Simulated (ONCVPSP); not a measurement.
**Si, ONCV: configuration errors across variants**

```json
{
 "Element": "silicon",
 "Generator": "ONCVPSP 4.0.1",
 "Type": "optimised norm-conserving Vanderbilt (ONCV)",
 "Functional": "PBE",
 "Relativity": "non-relativistic",
 "Frozen core": "[Ne]",
 "Valence charge": "4",
 "Reference configuration": "3s2 3p2",
 "Partial waves": "3s: rc 1.90 bohr, ncon 4, nbas 8, qcut 4.4 1/bohr, 2 projectors, debl 2.2 Ha; 3p: rc 2.10 bohr, ncon 4, nbas 9, qcut 4.8 1/bohr, 2 projectors, debl 2.6 Ha",
 "Local potential": "polynomial inside 1.25 bohr (lpopt 5, dvloc0 0 Ha)",
 "Core correction": "none"
}
```

All-electron excitation energies from the reference (eV): (1) 3s2 3p1 7.751; (2) 3s2 3p0 23.756; (3) 3s1 3p0 57.658; (4) 3s1 3p3 6.759.

1 further variants failed, have other tests or too few solved ones, and are left out.

Errors AE − PS in meV (a dash: test not solved or not reliable):

```csv
change,(1),(2),(3),(4),bound ghosts,GHOST(+) flags above zero
base,-1.3,-4.7,+65,+1.7,none,s
s: qcut 2.6,+0.1,+6.6,+54,+3.9,none,s
"local potential polynomial inside 1.80 bohr (lpopt 5, dvloc0 0 Ha)",-1.3,-4.7,+65,+1.7,none,none
p: qcut 6.8,-1.1,-2.9,+70,+1.3,none,s
```

**Question.** Give the same row for: s: debl 2.45.

**Answer.** -1.3, -4.6, +65, +1.7; bound ghosts: none; GHOST(+) flags above zero: s.
